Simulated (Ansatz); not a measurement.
The cluster ScSi₄⁻, relaxed as a singlet with RKS r2SCAN-D4/def2-SVPD in Ansatz, starting from the GFN2-xTB geometry. Force threshold 0.02 eV/Å.

The restricted singlet is unstable towards broken spin symmetry in Hartree–Fock (as tested in another run); at r2SCAN-D4/def2-SVPD this wasn't settled. The relaxation made no stability test and no search for a lower SCF solution. No other spin state of charge -1 was run. Another isomer (singlet) lies 0.41 eV lower at PBE0-D4/def2-TZVPD; other spin states weren't run for this one.

Start:

```xyz
5

Sc   -0.160    1.301   -1.634
Si   -2.245    0.695   -0.683
Si    0.796   -0.566    0.908
Si    2.504   -2.008    0.868
Si   -0.894    0.577    0.542
```

Q: Estimate the energy that the relaxation releases and the steps that it takes.

A: 4.56 eV, in 14 steps; 45 s on 4 threads of Arm Neoverse V1 on a shared host. No frequencies were taken in this run, so the end may be a saddle point.

Q: Does the start keep its bonding?

A: Bonds formed: Sc1–Si4 (atoms count from 1).

Q: Predict the relaxed structure.

A: 
Cartesian coordinates in Å:
```
Sc 0.288 0.021 -1.194
Si -2.068 1.202 -1.033
Si 0.693 -0.543 1.346
Si 2.321 -1.182 -0.019
Si -1.234 0.502 0.900
```
Bond lengths: 4 × Sc–Si 2.63 to 2.64 Å; 3 × Si–Si 2.22 to 2.24 Å.
